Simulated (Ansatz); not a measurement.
Born–Oppenheimer molecular dynamics of CH₇AlOSe (11 atoms, charge 0, multiplicity 1). It starts at the highest image of a converged band. Of that band: A vibrational analysis at the climbing image gives 2 clearly imaginary modes (522i, 61i cm⁻¹): a point of higher order, so a lower path passes nearby.

Level of theory: Ansatz 0.2.0, RKS B3LYP/def2-SVP.

* ensemble: NVE (velocity Verlet)
* time step: 0.5 fs
* steps asked: 200
* starting velocities drawn for: 100 K
* seed: 10729

First frame:

```xyz
11
Properties=species:S:1:pos:R:3
Al -0.855 -0.122 1.123
O 0.167 -0.207 -0.371
C -0.051 -0.462 -1.741
H -0.697 -1.344 2.117
H -2.209 0.685 0.941
H 1.001 0.817 0.289
Se 1.050 1.624 1.693
H -0.146 0.478 -2.313
H 0.790 -1.040 -2.161
H -0.976 -1.046 -1.899
H 1.927 0.618 2.322
```

Task: How far do the bonds stretch over the last three quarters of this one trajectory? (Pairs bonded in most of those frames.)

Result: 
| bond | mean (Å) | spread (Å) | shortest | longest |
| --- | --- | --- | --- | --- |
| Al1–O2 | 2.070 | 0.063 | 1.89 | 2.15 |
| Al1–H4 | 1.589 | 0.007 | 1.58 | 1.60 |
| Al1–H5 | 1.593 | 0.016 | 1.57 | 1.62 |
| Al1–Se7 | 2.395 | 0.119 | 2.24 | 2.63 |
| O2–C3 | 1.434 | 0.023 | 1.40 | 1.48 |
| O2–H6 | 0.994 | 0.061 | 0.90 | 1.09 |
| C3–H8 | 1.102 | 0.011 | 1.08 | 1.12 |
| C3–H9 | 1.101 | 0.009 | 1.09 | 1.12 |
| C3–H10 | 1.099 | 0.010 | 1.08 | 1.12 |
| Se7–H11 | 1.480 | 0.038 | 1.42 | 1.53 |

Mean temperature of the second half: 363 K. The conserved energy stayed within 0.32 meV per atom of its start (net change -0.1 meV per atom), so the integration is sound. The kinetic energy rose, since the run started high on the potential surface and went downhill. A run of 0.1 ps of so small a system gives no equilibrium averages. The orbitals stay closed-shell, which can raise the energy where a bond breaks towards radicals; this wasn't checked here.

Run time: 3.6 min on 2 threads of AMD EPYC 9R45 96-Core Processor (Zen 5), with other jobs on the host, peak memory 0.29 GiB.
